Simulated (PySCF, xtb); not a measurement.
hydrogen telluride (H₂Te), SMILES [TeH2].

xtb with GFN2-xTB at its own geometry gives an orbital gap of 4.49 eV and a dipole moment of 0.37 D.

The structure is a stationary point at PBE-D3(BJ)/def2-TZVPD. The def2 effective core potentials stand for the cores of Te; spin–orbit coupling is left out.

### Question
What does PBE/def2-TZVPD (PySCF) give? (Estimate from the structure and the level; the computed values follow.)

### Answer
gap 3.87 eV (levels -5.54 and -1.67 eV), dipole 0.09 D.
